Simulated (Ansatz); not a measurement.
Ansatz (a program for electronic structure) input (PBE-QIDH/def2-TZVPD):

Ansatz 0.2 input:
```yaml
crystal:
  periodic: [false, false, false]
  atoms:
    - {symbol: W, position_ang: [-0.00000000, -0.00000000, -0.16205847]}
    - {symbol: O, position_ang: [0.00000000, 0.00000000, 1.49904085]}
basis:
  gaussian:
    orbitals: def2-TZVPD
hamiltonian:
  xc: {name: PBE-QIDH}
magnetization: {spin_polarized: true, initial_magnetization: 2}
correlation: {electrons: outside_noble_gas}
```

Output:

```
Functional definition: PBE-QIDH
integrals: 0.04 GiB planned
626 factors; integrals over basis functions are off by at most 1.0e-3 eV
mean field: 0.28 GiB planned
mean field evaluation 1: about -3853.2705 eV, gradient 3.8e1 eV
mean field evaluation 2: about -3853.3706 eV, gradient 3.8e1 eV
mean field evaluation 4: about -3859.0486 eV, gradient 2.8e0 eV
mean field evaluation 8: about -3859.2000 eV, gradient 1.0e0 eV
mean field evaluation 16: about -3859.2918 eV, gradient 1.0e-2 eV
mean field evaluation 32: about -3859.2918 eV, gradient 4.3e-6 eV
mean field evaluation 64: about -3859.2636 eV, gradient 3.3e-1 eV
mean field -3859.29184763 eV, -141.8263594783 hartree, gradient 4.2e-6 eV, S^2 2.237391; 6 other end points of the search recorded, 0 dependent functions left out
5 core orbitals not correlated
reference -3859.29185840 eV, -141.8263598743 hartree; 7, 5 occupied and 71, 73 virtual orbitals, 626 factors
second order -12.72893380 eV of doubles, -0.00000000 eV of singles
Total energy: -3863.53483634 eV, -141.9822864374 hartree
```

The spin state was set by rule; other spins were not relaxed.

The determinant is spin-contaminated: <S^2> is 2.24 against 2.00 for a pure state.
